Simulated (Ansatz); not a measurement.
CrF₃⁺. Charge 1, multiplicity 3. Geometry r2SCAN-D4/def2-TZVP, that of the neutral quartet; atoms count from 1.

```xyz
4

Cr    0.010   -0.002   -0.001
F     0.328    1.447    0.881
F    -0.148   -1.503    0.834
F    -0.190    0.058   -1.714
```

Question: Estimate the Mulliken populations from the PBE0/def2-TZVP orbitals of Ansatz.

Answer: 
| atom | charge (e) | spin (α − β) | d electrons |
| --- | --- | --- | --- |
| Cr1 | 1.85 | 2.02 | 3.87 |
| F2 | -0.28 | -0.01 | – |
| F3 | -0.28 | -0.01 | – |
| F4 | -0.28 | -0.01 | – |
Mulliken values depend strongly on the basis.

Question: Where does the spin sit?

Answer: Summed by element: Cr 2.02, F -0.02, of 2 unpaired in all. Largest on single atoms: Cr1 2.02, F2 -0.01, F3 -0.01.

Question: And the Mayer bond orders between heavy atoms (over 0.3)?

Answer: Cr1–F2 1.08 (1.73 Å); Cr1–F3 1.08 (1.73 Å); Cr1–F4 1.08 (1.73 Å).
